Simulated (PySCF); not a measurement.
Al(Br)(NH2)(NMe2) (C₂H₈AlBrN₂), SMILES C[N](C)[Al]([Br])[NH2].

Geometry optimised at ωB97X-D3(BJ)/def2-SVP. The values are those of a single conformer.

Calculation: r2SCAN/def2-TZVP in PySCF.

The molecule is in vacuum.

Computed frontier levels, gap, dipole moment and polarisability:
```json
{
  "highest_occupied_level": "-5.33 eV",
  "lowest_empty_level": "-0.52 eV",
  "orbital_gap": "4.82 eV",
  "dipole_moment": "2.36 D",
  "quadrupole, principal values (traceless, Buckingham form, about the centre of nuclear charge)": "-3.81, -1.62, 5.44 D·Å",
  "mean_static_polarisability": "85.3 bohr³ (12.64 Å³)",
  "polarisability_principal_values": "68.1, 88.3, 99.5 bohr³"
}
```
